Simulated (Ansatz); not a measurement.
`[NH2][Al]([F])[Cl]` + `N[SiH3]` → `[NH2][Al]([F])[NH][SiH3]` + HCl  (ligand exchange at the Al–Cl bond)

Gas-phase electronic energies from Ansatz, PBE0-D4/def2-TZVP geometries. CBS: MP2 limit from def2 TZ/QZ plus the TZ coupled-cluster correction, frozen cores. This one scheme is used for every species. DFT in def2-TZVPP. B3LYP here is the variant with VWN-RPA as its local correlation; programs differ in this. Each species was taken in one conformer, which may not be the lowest.

`[NH2][Al]([F])[Cl]`:

Cartesian coordinates in Å:
```
N 0.544 0.304 0.783
Al -0.317 -0.253 -0.630
F 0.515 -0.871 -1.903
Cl -2.391 -0.150 -0.738
H 1.545 0.277 0.889
H 0.103 0.693 1.599
```

`N[SiH3]`:

Cartesian coordinates in Å:
```
N 0.921 0.290 -0.454
Si -0.617 -0.117 0.200
H 1.459 -0.413 -0.934
H 1.526 0.918 0.050
H -1.392 -0.816 -0.857
H -0.602 -1.006 1.401
H -1.294 1.145 0.594
```

`[NH2][Al]([F])[NH][SiH3]`:

Cartesian coordinates in Å:
```
N 1.002 1.708 0.811
Al 0.451 0.124 1.324
F 0.704 -0.348 2.885
N -0.375 -1.012 0.241
Si -0.788 -0.818 -1.419
H 1.470 2.368 1.409
H 0.894 2.081 -0.117
H -0.644 -1.898 0.650
H -2.257 -0.892 -1.657
H -0.309 0.528 -1.835
H -0.148 -1.840 -2.293
```

HCl:

Cartesian coordinates in Å:
```
Cl -0.144 0.119 -0.612
H 0.144 -0.119 0.612
```

(1) Is it downhill or uphill in electronic energy at CCSD(T)/CBS, and by how much? (Best estimate.)

(2) What do these levels give: r2SCAN-D4, PBE0-D4, B3LYP-D4, ωB97M-V, B2PLYP, PBE, B3LYP, HF/def2-TZVPP, MP2/def2-TZVPP, SCS-MP2/def2-TZVPP, CCSD/def2-TZVPP, HF/def2-QZVPP? (An estimate is asked.)

Largest T1 diagnostic among the species: 0.011.

Results:

(1) The calculation gave: Uphill: ΔE = +59.5 kJ/mol.

(2) Ansatz gave: r2SCAN-D4 63.6, PBE0-D4 63.1, B3LYP-D4 59.8, ωB97M-V 61.8, B2PLYP 62.8, PBE 64.8, B3LYP 65.3, HF/def2-TZVPP 72.1, MP2/def2-TZVPP 59.0, SCS-MP2/def2-TZVPP 58.5, CCSD/def2-TZVPP 57.8, HF/def2-QZVPP 71.2 kJ/mol.

In def2-TZVPP, CCSD(T) changes the Hartree–Fock value by −15.7 kJ/mol (the triples alone add −1.5 kJ/mol) and MP2 by −13.1 kJ/mol. The D4 term adds −5.5 kJ/mol with B3LYP and −3.3 kJ/mol with PBE0; it sums over pairs of atoms, weighted by their polarisabilities, and B3LYP, whose exchange is more repulsive, gets the larger term.
